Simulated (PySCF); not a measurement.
SbBr₂, SMILES [Sb+]([Br])[Br] (connectivity only; charge and spin as stated), charge +1, multiplicity 1.

Coordinates come from a B3LYP-D3(BJ)/def2-SVP optimisation. The spin state was assumed, not searched. The isomer is the one that the SMILES or the coordinates give; other isomers of the formula were not compared. The def2 effective core potentials stand for the cores of Sb; spin–orbit coupling is left out.

All values below come from CAM-B3LYP/def2-TZVPD run with PySCF.

Symmetry labels are those of the subgroup C2v that the program uses (full group C2v).

Computed valence orbital energies around the gap with their symmetry:
| orbital | symmetry | energy (eV) |
|---|---|---|
| HOMO−7 | B2 | -28.81 |
| HOMO−6 | A1 | -23.16 |
| HOMO−5 | B2 | -17.63 |
| HOMO−4 | A1 | -16.76 |
| HOMO−3 | B1 | -16.32 |
| HOMO−2 | A2 | -15.39 |
| HOMO−1 | A1 | -15.20 |
| HOMO | B2 | -15.18 |
| LUMO | B1 | -9.11 |
| LUMO+1 | A1 | -6.41 |
| LUMO+2 | B2 | -6.23 |
| LUMO+3 | A1 | -3.40 |
